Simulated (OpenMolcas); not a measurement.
**Pd3+: moving or changing the point charges**

Pd3+ among 6 point charges of -1 e arranged as a trigonal prism (D3h), 1.83 Å from the ion, with a polar angle of 57.9° against the regular 49.1°.
```
   1.5509    0.0000    0.9714  -1.00
  -0.7754    1.3431    0.9714  -1.00
  -0.7754   -1.3431    0.9714  -1.00
   1.5509    0.0000   -0.9714  -1.00
  -0.7754    1.3431   -0.9714  -1.00
  -0.7754   -1.3431   -0.9714  -1.00
```

```
Program             : OpenMolcas
Method              : CASSCF
Basis               : ANO-RCC-VDZP [6s5p3d1f]
Scalar Hamiltonian  : DKH2, point nucleus
Active space        : 7 electrons in 5 orbitals (4d)
State averaging     : 2S+1 = 4 even, 10 roots; 2S+1 = 2 even, 40 roots
Spin-orbit coupling : state interaction with AMFI integrals over the reference wave functions
```

Runs around this geometry, states (labels of D3, the rotations of D3h). Energies in cm-1 above the lowest state or level, χT in cm3 K/mol.

| R (Å) | q (e) | Polar angle / regular | Ground state | First state of that spin | First gap with spin-orbit (degeneracies) | χT at 300 K | First state of another spin |
| --- | --- | --- | --- | --- | --- | --- | --- |
| 1.83 | -0.5 | 1.18 | 4E | 4E 1146 | 99.5 (2, 2) | 4.786 | 2E 16538 |
| 1.65 | -1 | 1.18 | 4E | 4E 3594 | 450.8 (2, 2) | 4.025 | 2E 17238 |
| 1.83 | -1 | 1.18 | 4E | 4E 2291 | 282.1 (2, 2) | 4.321 | 2E 16975 |
| 1.95 | -1 | 1.18 | 4E | 4E 1713 | 186.4 (2, 2) | 4.514 | 2E 16791 |
| 1.83 | -1 | 1.27 | 4E | 4E 485.9 | 208.8 (2, 2) | 4.649 | 2E 16298 |

Taking the first state of the same spin as R^-n, n = -ln(1713 / 3594) / ln(1.95 / 1.65) = 4.4 between the shortest and longest distance.

Scaling the charges by -0.5 / -1 = 0.50 scales the first state of the same spin by 1146 / 2291 = 0.50; with fixed orbitals a first-order splitting would follow the charge.

An orbital doublet at a regular site is open to a Jahn-Teller distortion, which this geometry leaves out. Without dynamic correlation the repulsion within the d shell is too large (B by tens of per cent), so at a given field states of lower spin stand too high. Point charges give a weaker field than real ligands, and real ions of this kind are as a rule low spin; the high spin found here belongs to the model. The ground term spreads over less than 5000 cm-1, several times less than with real ligands, so orbital moments are less quenched and χT lies further from the spin-only value than at real sites (holds for R = 1.83, q = -0.5, ratio = 1.18; R = 1.83, q = -1, ratio = 1.18; R = 1.95, q = -1, ratio = 1.18; R = 1.83, q = -1, ratio = 1.27). Spin-orbit coupling mixes the spin-free states strongly: the lowest level takes only 56 % from its leading state, 4E (holds for R = 1.83, q = -1, ratio = 1.27). Point charges carry no covalency, so the field is a model and not that of real ligands. No measured value stands beside these numbers.
